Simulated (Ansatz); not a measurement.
Species: C2H8BN2, net charge 0, doublet state. It need not be the lowest isomer of its formula. 
Geometry from a B3LYP-D3(BJ)/def2-TZVP (Ansatz, a program for electronic structure) optimisation:
```
C
H 1 1.0932
H 1 1.0957 2 106.46
C 1 1.5377 2 109.16 3 118.34
H 4 1.0910 1 110.99 2 61.97
H 4 1.0921 5 107.44 1 -121.85
H 4 1.0923 5 107.88 6 -115.84
B 1 1.5968 2 110.65 3 -118.16
N 8 1.4062 1 120.31 2 147.81
H 9 1.0052 8 122.60 1 -2.27
H 9 1.0057 10 114.09 8 -177.77
N 8 1.4361 9 121.32 10 -175.50
H 12 1.0185 8 117.50 9 -105.70
```
Charge 0, spin multiplicity 2.

Basis-set convergence of Hartree-Fock and MP2 correlation energies (hartree) with Ansatz. Correlated levels leave the core frozen unless marked. Open shells are spin-unrestricted. No spin-orbit coupling. No relativistic terms.

| basis | functions | E(HF) | E(corr, MP2) |
|---|---|---|---|
| cc-pVDZ | 110 | -214.03139 | -0.67319 |
| cc-pVTZ | 262 | -214.09554 | -0.83614 |
| cc-pVQZ | 515 | -214.11062 | -0.89208 |

Extrapolating the two largest sets (X = 3 and 4) as X^-3: E(corr) = (64·(-0.89208) - 27·(-0.83614))/37 = -0.9329 Eh, an estimate of the basis-set limit. The largest set recovers 95.6 % of it, the smallest 72.2 %.
